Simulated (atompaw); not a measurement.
**u(r) = r·R(r): atom against pseudo-atom (Zn (Z = 30))**

Columns: radius, all-electron u(r) and pseudo u(r) of the 3s shell (level -128.92 eV) of zinc in the configuration [Ne] 3s2 3p6 3d10 4s2 4p0; PBEsol, scalar-relativistic, PAW (atompaw) scheme, atompaw 4.2.0.5.

```
r (bohr)  all-electron  pseudo
   0.062        0.0467  0.2769
   0.123       -0.6348  0.5381
   0.185       -0.6603  0.7818
   0.246       -0.2605  0.9909
   0.308        0.2625  1.1650
   0.369        0.7177  1.2937
   0.431        1.0534  1.3786
   0.492        1.2524  1.4174
   0.554        1.3420  1.4142
   0.615        1.3473  1.3742
   0.677        1.2954  1.3030
   0.738        1.2094  1.2109
   0.800        1.1031  1.1032
   0.862        0.9892  0.9892
   0.923        0.8774  0.8774
   0.985        0.7689  0.7689
   1.046        0.6699  0.6699
   1.108        0.5785  0.5785
   1.169        0.4981  0.4981
   1.231        0.4259  0.4259
   1.292        0.3638  0.3638
   1.354        0.3089  0.3089
   1.415        0.2623  0.2623
   1.477        0.2216  0.2216
   1.538        0.1874  0.1874
   1.600        0.1577  0.1577
```

(1) How many radial nodes do the two functions have?

(2) At about which radius was the pseudo-wave matched?

(3) Is the pseudo-wave norm-conserving?

Results:

(1) The all-electron 3s function has n − l − 1 = 2; the pseudo-wave has 0, since the states of the same l below it are removed with the core.

(2) 0.90 bohr. The columns agree to 0.0005 from 0.80 bohr on; several derivatives are matched, so the curves merge somewhat inside the radius.

(3) No, it belongs to a PAW set: the norm inside the radius is not constrained, and the difference is carried by the augmentation charge.
